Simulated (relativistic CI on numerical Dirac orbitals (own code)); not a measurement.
**Ru2+: 3p photoemission**

Computed with this model: Dirac-Coulomb-Breit CI, orbitals from a KLI potential per configuration, QED by a radiative potential, valence Slater integrals scaled by 0.9, multiplet model of photoemission in the sudden approximation; configurations [Kr] 4d6 → [Ne] 3s2 3p5 3d10 4s2 4p6 4d6; 300 K; Lorentzian 1.4 eV and Gaussian 0.6 eV FWHM. Energies are those of the free ion, without screening or charge transfer. The energies are binding energies and can lie tens of eV above those of solids. S is read from ⟨S²⟩ = S(S + 1).

Field parameters in Wybourne normalisation: Oh B⁴₀ = 21Dq, B⁴₄ = √(5/14) B⁴₀. The field is a parameter set, without covalency.

Computed curve for Oh, 10Dq = 13000 cm⁻¹, scaled to 100 at the maximum (points under 2 are left out and the grid is thinned):

Energy (eV), Intensity and a bar:
```
    488.8        2.1 
    489.2        2.4 
    489.4        2.6 
    489.8        3.1 
    490.2        3.7 
    490.6        4.5 #
    490.8        5.0 #
    491.2        6.3 #
    491.6        8.2 ##
    491.8        9.5 ##
    492.2       13.2 ###
    492.6       19.4 #####
    493.0       30.5 #########
    493.2       38.9 ###########
    493.6       61.8 ##################
    494.0       86.3 ##########################
    494.2       95.2 #############################
    494.6       99.3 ##############################
    495.0       82.7 #########################
    495.4       57.8 #################
    495.6       46.8 ##############
    496.0       30.5 #########
    496.4       20.7 ######
    496.6       17.3 #####
    497.0       12.6 ###
    497.4        9.5 ##
    497.8        7.3 ##
    498.0        6.5 #
    498.4        5.1 #
    498.8        4.2 #
    499.0        3.8 #
    499.4        3.2 
    499.8        2.7 
    500.0        2.5 
    500.4        2.2 
    513.0        2.1 
    513.4        2.5 
    513.6        2.8 
    514.0        3.5 
    514.4        4.5 #
    514.6        5.2 #
    515.0        7.1 ##
    515.4       10.3 ###
    515.8       16.2 ####
    516.0       20.8 ######
    516.4       34.6 ##########
    516.8       51.4 ###############
    517.0       56.8 #################
    517.4       54.2 ################
    517.8       38.4 ###########
    518.2       23.4 #######
    518.4       18.3 #####
    518.8       11.6 ###
    519.2        7.9 ##
    519.4        6.7 #
    519.8        4.9 #
    520.2        3.7 
    520.6        2.9 
    520.8        2.6 
    521.2        2.1
```

The ground state has S = 1.50, and the centroid lies at 502.08 eV.
